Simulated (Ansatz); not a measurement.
Computed with Ansatz on PBE0-D4/def2-TZVP structures; ΔE is electronic, products minus reactants. CCSD(T)/CBS adds triple-zeta CCSD(T) − MP2 to the extrapolated MP2 energy (def2 sets, frozen cores). Double bonds are as drawn, so ΔE can hold a change between cis and trans. Functionals use def2-TZVPP. B3LYP here is the variant with VWN-RPA as its local correlation; programs differ in this. One conformer a species, not always the lowest.

`C/C([SiH3])=C\N` → `C/C(N)=C\[SiH3]`  (isomerisation)

```
             level  ΔE (kcal/mol)  difference from CCSD(T)/CBS
            PBE-D4           -1.7                          0.2
         r2SCAN-D4           -2.4                         -0.5
           PBE0-D4           -2.1                         -0.2
          B3LYP-D4           -1.9                          0.0
           ωB97X-V           -2.2                         -0.3
           ωB97M-V           -2.3                         -0.4
            B2PLYP           -1.9                          0.0
               PBE           -1.7                          0.2
            r2SCAN           -2.4                         -0.5
              PBE0           -2.1                         -0.2
             B3LYP           -1.9                          0.0
     HF/def2-TZVPP           -2.9                         -1.0
    MP2/def2-TZVPP           -1.7                          0.2
SCS-MP2/def2-TZVPP           -1.8                          0.1
   CCSD/def2-TZVPP           -2.2                         -0.3
CCSD(T)/def2-TZVPP           -2.0                         -0.1
     HF/def2-QZVPP           -2.9                         -1.0
    MP2/def2-QZVPP           -1.7                          0.2
SCS-MP2/def2-QZVPP           -1.7                          0.2
      HF/CBS(def2)           -2.9                         -1.0
     MP2/CBS(def2)           -1.6                          0.3
    CCSD/CBS(def2)           -2.1                         -0.2
       CCSD(T)/CBS           -1.9                            0
```

Largest T1 diagnostic among the species: 0.012.

In def2-TZVPP, CCSD(T) changes the Hartree–Fock value by +0.9 kcal/mol (the triples alone add +0.1 kcal/mol) and MP2 by +1.2 kcal/mol.
